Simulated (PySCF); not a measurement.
Compound: [Y(H2O)6]3+ (charge +3 and singlet state).
Bonds: Y1–O2, Y1–O5, Y1–O8, Y1–O11, Y1–O14, Y1–O17. Hydrogens: H3, H4 on O2; H6, H7 on O5; H9, H10 on O8; H12, H13 on O11; H15, H16 on O14; H18, H19 on O17.

Theory: PBE0-D3(BJ)/def2-SVP geometry optimisation, gas phase, def2 core potentials past Kr (PySCF 2.14.0).

(1) List the bond lengths and angles at this level.

Results:

(1) 
```tsv
bond	length (pm)
Y1–O2 and 5 like bonds	231.6
O2–H3 and 11 like bonds	97.7
```

Bonds in one row agree within 1 pm and their mean is given. A selection of angles:
```tsv
angle	degrees
O2–Y1–O5	179.6
O2–Y1–O8	90.5
O2–Y1–O11	89.6
Y1–O2–H3	127.9
H3–O2–H4	104.1
```

All 6 O–Y bonds measure 2.314 to 2.317 Å. Y1 (yttrium bonded to 6 O) is octahedral (the three widest angles are 179.8°, 179.6° and 179.6°, the others run from 89.4° to 90.8°). O2 (oxygen bonded to Y and 2 H) is planar (angles 128.0°, 127.9° and 104.1°, sum 360.0°, 0.00 Å off the plane of its three neighbours).

Not checked by PBE0-D3(BJ)/def2-SVP frequencies. No counter-ion or solvent screens the charge of this multiply charged ion.
